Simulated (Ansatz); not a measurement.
The first iterations of a band of BrCl$_{3}$FHHf (7 atoms, charge 0, multiplicity 1).

Level of theory: Ansatz, RKS B3LYP-D4/def2-SVP.

```
movable images  : 9
climbing image  : yes
spring          : 5.0 eV/Å²
optimiser       : quadratic models (default)
start path      : through a guess of the saddle point
force threshold : 0.2 eV/Å
iteration limit : 46
end points      : relaxed
```

Image 0:

```xyz
7
Properties=species:S:1:pos:R:3
Hf 0.072 0.000 -0.086
F 0.243 0.000 1.819
Cl 2.307 0.000 -0.783
Cl -0.810 1.975 -1.017
Cl -0.810 -1.975 -1.017
Br -2.917 0.000 1.399
H -2.216 0.000 2.647
```

Image 10:

```xyz
7
Properties=species:S:1:pos:R:3
Hf -0.474 0.000 -0.100
F -0.065 0.000 2.176
Cl 1.885 0.000 0.009
Cl -0.867 1.882 -1.417
Cl -0.867 -1.882 -1.417
Br -2.743 0.000 1.261
H -1.000 0.000 2.451
```

| iteration | highest image above the first end (eV) | largest band force component (eV/Å) |
| --- | --- | --- |
| 1 | 2.936 | 3.305 |
| 2 | 1.241 | 2.062 |

Question: Does the band converge within its limit, and where does its top end?

Answer: It converged. It ended after 8 iterations with the highest image 0.457 eV above the first end. The threshold of 0.2 eV/Å is loose, so the images may lie well off the minimum-energy path. Another band between the same ends (9 images) ends at a top of the same energy, where a vibrational analysis finds 1 clearly imaginary mode. The orbitals stay closed-shell, which can raise the energy where a bond breaks towards radicals; this wasn't checked here.

Time of the run: 4.7 min on 4 threads of Arm Neoverse V2, with other jobs on the host, peak memory 0.46 GiB.
